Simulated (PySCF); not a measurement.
## W²⁺ (tungsten, charge +2): UHF calculation

Configuration: [Xe] 4f14 5d3 6s1, high-spin 5F determinant (an excited configuration). Calculation: PySCF 2.14, in x2c-TZVPPall with one added diffuse shell each of s, p, d, f type (12s8p8d4f1g, 113 functions); the spin-free X2C one-electron Hamiltonian (Gaussian nucleus).

```json
{
  "Total energy": "-16137.397189 hartree",
  "One-electron energy": "-22098.4363 hartree",
  "Hartree (Coulomb) energy": "6284.1498 hartree",
  "Exchange energy": "-323.1107 hartree",
  "⟨S²⟩": "6.0060",
  "⟨L²⟩": "12.039",
  "Sum of ⟨r⟩": "39.17 bohr",
  "Sum of ⟨r²⟩": "45.62 bohr²",
  "Langevin diamagnetic susceptibility": "-36.1 ×10⁻⁶ cm³/mol"
}
```

```json
{"shell": "1s α", "electrons": "1", "mean orbital energy (eV)": "-69912.0", "spread (eV)": "0", "rms radius, mean of both spins (bohr)": "0.0208"}
{"shell": "1s β", "electrons": "1", "mean orbital energy (eV)": "-69911.9", "spread (eV)": "0", "rms radius, mean of both spins (bohr)": "0.0208"}
{"shell": "2s α", "electrons": "1", "mean orbital energy (eV)": "-12223.7", "spread (eV)": "0", "rms radius, mean of both spins (bohr)": "0.0838"}
{"shell": "2s β", "electrons": "1", "mean orbital energy (eV)": "-12223.4", "spread (eV)": "0", "rms radius, mean of both spins (bohr)": "0.0838"}
{"shell": "2p α", "electrons": "3", "mean orbital energy (eV)": "-10722.6", "spread (eV)": "0", "rms radius, mean of both spins (bohr)": "0.0763"}
{"shell": "2p β", "electrons": "3", "mean orbital energy (eV)": "-10722.3", "spread (eV)": "0", "rms radius, mean of both spins (bohr)": "0.0763"}
{"shell": "3s α", "electrons": "1", "mean orbital energy (eV)": "-2892.9", "spread (eV)": "0", "rms radius, mean of both spins (bohr)": "0.214"}
{"shell": "3s β", "electrons": "1", "mean orbital energy (eV)": "-2892.7", "spread (eV)": "0", "rms radius, mean of both spins (bohr)": "0.214"}
{"shell": "3p α", "electrons": "3", "mean orbital energy (eV)": "-2438.6", "spread (eV)": "0", "rms radius, mean of both spins (bohr)": "0.216"}
{"shell": "3p β", "electrons": "3", "mean orbital energy (eV)": "-2438.5", "spread (eV)": "0", "rms radius, mean of both spins (bohr)": "0.216"}
{"shell": "3d α", "electrons": "5", "mean orbital energy (eV)": "-1897.7", "spread (eV)": "0.259", "rms radius, mean of both spins (bohr)": "0.197"}
{"shell": "3d β", "electrons": "5", "mean orbital energy (eV)": "-1897.5", "spread (eV)": "0.075", "rms radius, mean of both spins (bohr)": "0.197"}
{"shell": "4s α", "electrons": "1", "mean orbital energy (eV)": "-645.13", "spread (eV)": "0", "rms radius, mean of both spins (bohr)": "0.478"}
{"shell": "4s β", "electrons": "1", "mean orbital energy (eV)": "-644.69", "spread (eV)": "0", "rms radius, mean of both spins (bohr)": "0.478"}
{"shell": "4p α", "electrons": "3", "mean orbital energy (eV)": "-492.77", "spread (eV)": "0", "rms radius, mean of both spins (bohr)": "0.509"}
{"shell": "4p β", "electrons": "3", "mean orbital energy (eV)": "-492.40", "spread (eV)": "0", "rms radius, mean of both spins (bohr)": "0.509"}
{"shell": "4d α", "electrons": "5", "mean orbital energy (eV)": "-292.77", "spread (eV)": "0.583", "rms radius, mean of both spins (bohr)": "0.551"}
{"shell": "4d β", "electrons": "5", "mean orbital energy (eV)": "-292.22", "spread (eV)": "0.218", "rms radius, mean of both spins (bohr)": "0.551"}
{"shell": "5s α", "electrons": "1", "mean orbital energy (eV)": "-114.94", "spread (eV)": "0", "rms radius, mean of both spins (bohr)": "1.14"}
{"shell": "5s β", "electrons": "1", "mean orbital energy (eV)": "-111.29", "spread (eV)": "0", "rms radius, mean of both spins (bohr)": "1.14"}
{"shell": "5p α", "electrons": "3", "mean orbital energy (eV)": "-74.544", "spread (eV)": "0", "rms radius, mean of both spins (bohr)": "1.28"}
{"shell": "4f α", "electrons": "7", "mean orbital energy (eV)": "-69.936", "spread (eV)": "0.161", "rms radius, mean of both spins (bohr)": "0.702"}
{"shell": "4f β", "electrons": "7", "mean orbital energy (eV)": "-69.553", "spread (eV)": "0.413", "rms radius, mean of both spins (bohr)": "0.702"}
{"shell": "5p β", "electrons": "3", "mean orbital energy (eV)": "-69.185", "spread (eV)": "0", "rms radius, mean of both spins (bohr)": "1.28"}
{"shell": "5d α", "electrons": "3", "mean orbital energy (eV)": "-28.899", "spread (eV)": "0", "rms radius, mean of both spins (bohr)": "1.94"}
{"shell": "6s α", "electrons": "1", "mean orbital energy (eV)": "-23.642", "spread (eV)": "0", "rms radius, mean of both spins (bohr)": "3.01"}
```

Spin-orbit coupling, absent here, splits the open shell strongly.

Densities and radii are taken from the X2C orbitals without a picture-change correction, which distorts them close to the nucleus.

Spin-orbit constants ζ (cm⁻¹) from the X2C one-electron operator on these orbitals: bare nucleus, nucleus screened by l(l+1)(2l+1)/3 electrons, and screened by the Breit-Pauli mean field of the electrons.

| shell | bare | screened nucleus | mean field |
| --- | --- | --- | --- |
| 2p | 6830000 | 6645000 | n/a |
| 3p | 1492000 | 1452000 | n/a |
| 3d | 233100 | 201600 | n/a |
| 4p | 341100 | 331900 | n/a |
| 4d | 46100 | 39870 | n/a |
| 4f | 8073 | 5019 | n/a |
| 5p | 46290 | 45040 | n/a |
| 5d | 3288 | 2844 | n/a |

To first order the Landé constant is A = 711.0 cm⁻¹, so the lowest level has J = 1 and lies 0.705 eV below the centre of the term. This holds in LS coupling only.
